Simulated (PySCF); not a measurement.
Compound: C6H13O (doublet state).
Atom-mapped SMILES: `[CH3:1][CH2:2][CH2:3][C@H:4]([CH3:5])[CH:6][OH:7]` (hydrogens: H8, H9, H10 on C1; H11, H12 on C2; H13, H14 on C3; H15 on C4; H16, H17, H18 on C5; H19 on C6; H20 on O7)

Cartesian coordinates in Å at the GFN2-xTB level; atoms count from 1:
```
atom  x, y, z in Å
C1     2.7956   -0.4975    0.2946
C2     1.3694   -0.6810   -0.2067
C3     0.4748    0.4960    0.1722
C4    -0.9704    0.2922   -0.3084
C5    -1.8020    1.5568   -0.0095
C6    -1.5659   -0.9095    0.3254
O7    -2.4384   -1.7270   -0.3452
H8     2.8117   -0.4043    1.3781
H9     3.4118   -1.3486    0.0143
H10    3.2366    0.4010   -0.1326
H11    0.9421   -1.5938    0.2148
H12    1.3804   -0.7912   -1.2939
H13    0.8727    1.4144   -0.2643
H14    0.4719    0.6149    1.2573
H15   -0.9570    0.1449   -1.3976
H16   -2.8251    1.4310   -0.3566
H17   -1.3684    2.4222   -0.5061
H18   -1.8219    1.7428    1.0611
H19   -1.6619   -0.9911    1.3924
H20   -2.3612   -1.5615   -1.2923
```

The hyperfine couplings belong to this conformer and change with its torsions.

Theory: PySCF 2.14.0, UKS B3LYP, pcH-1 on C H O, non-relativistic, mean-field spin-orbit, GIAO. The structure is a single GFN2-xTB conformer in the gas phase; no vibrational or solvent corrections. A GFN2-xTB geometry isn't a minimum of the functional, and hyperfine couplings can be far from their values at a DFT geometry. Stability of the SCF solution: not tested.

The isotropic 13C couplings are +130.1, +72.8, +24.9, -22.2, +8.5 MHz. Assign them to C2; C3; C4; C5; C6.

| site | a_iso (MHz) | ρ(0) (bohr⁻³) | position | distance from C6 (Å) | spin population | largest \|T\| (MHz) |
| --- | --- | --- | --- | --- | --- | --- |
| C2 | +8.5 | +0.0075 | 3 bonds from C6 | 2.99 | +0.01 | 2.8 |
| C3 | +24.9 | +0.0222 | 2 bonds from C6 | 2.48 | +0.02 | 4.5 |
| C4 | -22.2 | -0.0198 | 1 bond from C6 | 1.48 | -0.06 | 3.3 |
| C5 | +72.8 | +0.0648 | 2 bonds from C6 | 2.50 | +0.04 | 9.3 |
| C6 | +130.1 | +0.1158 | largest spin population | 0.00 | +0.90 | 155.6 |

ρ(0) is the spin density at the nucleus and T the dipolar tensor; entries for several nuclei are means. Largest spin populations (Mulliken): C6 (+0.90), O7 (+0.13) and C4 (-0.06). No atom but C6 exceeds +0.15. The angles at C6 add up to 356.0°, so it is nearly planar; its axial dipolar tensor and the negative coupling of its proton fit spin in a p orbital normal to that plane.

β density exceeds α density at some nuclei, such as C4 (-0.0198), H19 (-0.0112) and H20 (-0.0027), spin density in bohr⁻³. In a single determinant that takes different orbitals for the two spins, that is spin polarisation.

Nuclei that the bonding pattern makes equivalent are averaged, as if the motion that swaps them (rotation, inversion, ring flip) were fast. The three 1H nuclei of mean +5.1 MHz run from -2.8 to 20.1 MHz in the frozen geometry.

On one thread of an Arm Neoverse V1 (shared host), this took 78 s (grids of density and orbitals included) and 0.97 GiB of memory at its peak.
